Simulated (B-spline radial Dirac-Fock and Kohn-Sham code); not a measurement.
These are calculated numbers from a radial finite-basis atomic code; the model is Dirac-Fock (average of configuration) total-energy differences with a finite nucleus, the Breit interaction including its frequency dependence, and self-energy and vacuum-polarisation corrections. Two-hole levels are in intermediate coupling, intensities from independent-particle Coulomb rates.

Question: These computed lines form the K-LL Auger spectrum of a free neutral atom. Which element, and how are the lines assigned?

```tsv
kinetic energy (eV)	relative intensity
49008.3	33
49612.7	46
49657.4	7
50149.2	7
51199.3	32
51284.9	8
51794.0	100
53381.1	5
53434.1	33
```

Answer: Ir ([Xe] 4f14 5d7 6s2). From low to high energy: K-L1L1 ¹S0, K-L1L2 ³P1, K-L1L2 ³P0, K-L2L2 ³P0, K-L1L3 ¹P1, K-L1L3 ³P2, K-L2L3 ¹D2, K-L3L3 ¹S0, K-L3L3 ³P2. The labels give the leading jj configuration and the leading LS term by weight; in heavy atoms the literature often keeps the label of the LS limit instead.
